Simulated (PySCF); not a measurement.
Successive ionisation energies of one element at GMP2 (screened spin-orbit), starting from the ion with 5 electrons. Calculated with PySCF 2.14, two-component X2C-1e (Gaussian nucleus, no Breit or QED terms), each ion in its own even-tempered basis; GMP2 freezes the deep shells of the larger ions and drops the highest virtual spinors; eV.

13060.4, 13484.7, 13753.6, 55984.0, 57193.8

(1) Which element is it?

Results:

(1) Europium (Eu, Z = 63); the list starts at Eu⁵⁸⁺. The hydrogenic estimate 13.606 eV × (q + 1)²/n² with q = 58 and n = 2 gives 11840.4 eV for the first entry, a lower bound because the other electrons screen the nucleus only in part.
